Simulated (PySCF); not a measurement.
Molecule: `InChI=1S/C5H3ClO2/c6-5(7)4-2-1-3-8-4/h1-3H`.

Cartesian coordinates in Å; atom numbers follow the order of the lines, from 1:
```xyz
11

O     2.683    0.336    0.964
C     1.993    0.416   -0.003
Cl    2.647    0.915   -1.578
C     0.567    0.127   -0.030
C    -0.249   -0.276    1.000
C    -1.543   -0.426    0.437
C    -1.408   -0.105   -0.888
O    -0.146    0.228   -1.173
H     0.067   -0.435    2.029
H    -2.457   -0.732    0.941
H    -2.111   -0.074   -1.717
```

Geometry PBE0-D3(BJ)/def2-SVP throughout; GIAO in PySCF 2.14.0 with density-fitted response routines, gas phase, one conformer, non-relativistic; equivalent atoms averaged; functional PBE0.

(1) How do the absolute shieldings σ depend on the basis set? (a selection of nuclei; ppm; last column core-seconds on 1 thread of an Arm Neoverse V1, shared host)

(2) Which nucleus among those listed moves most, in ppm?

(3) Taking the largest basis, 6-311+G(2d,p) (242 functions), as the yardstick, rank the others by their worst heavy-atom deviation.

## Answers

(1) 
```csv
basis set,functions,O1,O8,C4,C2,C6,Cl3,H11,H9,H10,core-s
STO-3G,47,-121.6,155.0,115.7,127.6,132.3,811.8,25.47,25.82,26.42,4.4
6-31G,82,-199.2,42.1,56.6,43.0,87.0,543.8,24.93,25.18,25.92,8.6
6-31G*,122,-155.0,56.1,56.2,42.2,85.4,570.3,24.59,24.78,25.58,13
"6-311+G(2d,p)",242,-184.0,23.4,36.9,24.2,69.4,524.6,23.83,23.93,24.78,35
```

(2) Cl3 (chlorine bonded to C): from 524.6 ppm with 6-311+G(2d,p) to 811.8 ppm with STO-3G. The smallest spread is 1.64 ppm, at H11. Proton shifts span only some 12 ppm, so a few tenths of a ppm matter as much there as several ppm in carbon.

(3) 6-31G 19.7 ppm (82 functions), 6-31G* 45.7 ppm (122 functions), STO-3G 287.2 ppm (47 functions).

A small basis that lands close on one nucleus may do so by chance; judge by the trend and by all nuclei.
